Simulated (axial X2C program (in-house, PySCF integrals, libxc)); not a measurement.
## Low determinants of BeTi at the PBE0 level, with spin–orbit coupling

Computed with an axial X2C code built on PySCF integrals. Two-component (2c) means X2C with spin–orbit coupling and atomic mean-field two-electron Coulomb and Gaunt terms. Basis: Ti dyall-cv3z [10s10p6d4f2g], Be dyall-cv3z [8s8p3d1f] (cores contracted in-house); Gaussian nuclei, density fitting, unrestricted open shells. Masses: Ti 47.948 u, Be 9.012 u.

Search at 2.466 Å (vertical energies from the lowest determinant):

```csv
ΔE (eV),state,electrons beyond evenly filled partner blocks,"electrons in ±ω = 1/2, 3/2, 5/2, 7/2"
0.00,Ω = 4,"ω = 3/2, ω = 5/2",20 5 1 0
0.06,Ω = 1,"ω = -1/2, ω = 3/2",21 5 0 0
0.10,Ω = 5,"2 × ω = 1/2, ω = 3/2, ω = 5/2",20 5 1 0
0.19,Ω = 3,"ω = 1/2, ω = 5/2",21 4 1 0
0.23,Ω = 2,"ω = 1/2, ω = 3/2",21 5 0 0
0.37,Ω = 1,2 × ω = 1/2,20 6 0 0
0.38,Ω = 2,"2 × ω = 1/2, ω = -3/2, ω = 5/2",20 5 1 0
```

Lowest determinant, Ω = 4 (⟨Sz⟩ = 2.00, ⟨Lz⟩ = 2.00 at PBE0): Re = 2.463 Å, ωe = 353.2 cm⁻¹.

The determinant in row 2 of the search, Ω = 1 (⟨Sz⟩ = -2.00, ⟨Lz⟩ = 3.00 at PBE0), was followed along the bond at PBE0; measured from the minimum of the lowest determinant it gives:

Te = 0.062 eV (500 cm⁻¹), Re = 2.493 Å, ωe = 358.4 cm⁻¹.

Question: Compare the bond of the determinant in row 2 with that of the lowest one.

Answer: At PBE0 its Re is 0.030 Å longer and its force constant, which goes as ωe², is 1.03 times that of the lowest determinant. T0 ≈ Te + Δωe/2 = 500 + (3) = 503 cm⁻¹.

The search compares states at one distance, so a state with another bond length can lie lower; it is not exhaustive and yields mostly the lowest determinant of each block pattern, so other components and higher states of one pattern are missing. These are energies of single determinants, not of spin-adapted states; PBE0 term energies can be off by some tenths of an eV, and the functional has no current term. Open-shell Ω = 0 determinants with evenly filled partner blocks cannot be reached by this program, so the Ω shown need not be the lowest component. The lowest determinant need not be the ground state where others lie within half an eV.
